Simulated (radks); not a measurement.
Values are calculated unless marked as measured or tabulated.
Numerical settings for neutral rhodium, [Kr] 4d8 5s1. Level of theory: scalar-relativistic Kohn-Sham, SCAN, spin-polarised, spherical densities, finite nucleus; open shells are filled with parallel spins first (spin-orbit coupling, left out, can overturn this in heavy ions); meta-GGA in the generalised Kohn-Sham scheme; Fermi nuclear charge, rms radius 4.4945 fm (a radial shooting solver on a logarithmic mesh with Libxc functionals). The defaults (mesh step 0.008 in ln r, mesh end at 40 bohr or more with all orbitals vanishing there, Anderson mixing 0.5 over 9 steps, residual threshold near 1e-9 with the energy settled to 1e-9 hartree or 1e-11 of itself, here a cap of 70 iterations) give E = -4785.094 hartree and 4d at -4.866 eV in 14 iterations. Run on one thread of a shared host, so times are rough (Arm Neoverse N1): 0.27 s of CPU time, 0.27 s wall, 14 iterations on 2437 mesh points. Changes against that run (0 stands for a change within the tolerance of the run):

setting	iterations	converged	E (mhartree)	e(4d) (meV)	CPU (s)
mesh step in ln r 0.012	12	yes	-0.718	-0.00634	0.17
mesh step in ln r 0.003	18	yes	+0.397	-0.00382	0.85
mesh step in ln r 0.02	12	yes	+5.26	-0.142	0.11
mesh end (bohr) 1	13	level above zero	+2.16e+05	+5.02e+05	0.2
mesh end (bohr) 20	14	yes	+0.0229	0	0.26
residual threshold 1e-13	70	no	0	+0.00573	0.75
residual threshold 0.01	11	yes	0	+0.0147	0.23
mixing 2.5	4	no	diverged	-	0.12
linear mixing, mixing 0.05	70	no	+8.3	-144	1.1
linear mixing, mixing 0.2	64	yes	0	+0.0147	1
mixing history 2	17	yes	0	+0.0202	0.31
iteration cap 8	8	no	+0.00182	+1.41	0.16

Settled on a wrong energy, with an occupied level pushed above zero by the early mesh end: mesh end (bohr) 1 (+216 hartree). Apart from these: settings that end as converged yet miss the energy by more than 1 mhartree: mesh step in ln r 0.02 (+0.00526 hartree). A mesh that ends early acts as a hard wall.
